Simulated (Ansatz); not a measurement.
The cluster Ga₅F, relaxed as a singlet with RKS PBE-D4/def2-SVP in Ansatz, starting from the GFN1-xTB geometry. Force threshold 0.02 eV/Å.

The restricted singlet is unstable towards broken spin symmetry in Hartree–Fock (as tested in another run); at PBE-D4/def2-SVP this wasn't settled. The structure comes from a short search, and lower isomers may exist.

Start:

Cartesian coordinates in Å:
```
Ga 0.891 1.327 1.732
Ga 1.576 0.115 -0.821
Ga -0.029 -1.097 0.654
Ga -0.153 0.419 -2.755
Ga -1.710 -0.880 -1.439
F -0.575 0.115 2.629
```

Question: Estimate the energy that the relaxation releases and the steps that it takes.

Answer: 99.5 kJ/mol, in 22 steps; 47 s on 4 threads of Arm Neoverse V2 on a shared host. No frequencies were taken in this run, so the end may be a saddle point.

Question: Does the start keep its bonding?

Answer: Bonds formed: Ga1–Ga4 (atoms count from 1).

Question: Predict the relaxed structure.

Answer: 
Cartesian coordinates in Å:
```
Ga 0.6532 0.9455 0.9259
Ga 2.1297 -0.1152 -0.7806
Ga 0.4486 -1.7980 0.7552
Ga -0.2835 1.0729 -1.6637
Ga -1.6825 -0.7797 -0.4158
F -1.2656 0.6746 1.1790
```
Bond lengths (bridged metal pairs left out): 7 × Ga–Ga 2.49 to 2.83 Å; 1 × F–Ga 1.95 Å.
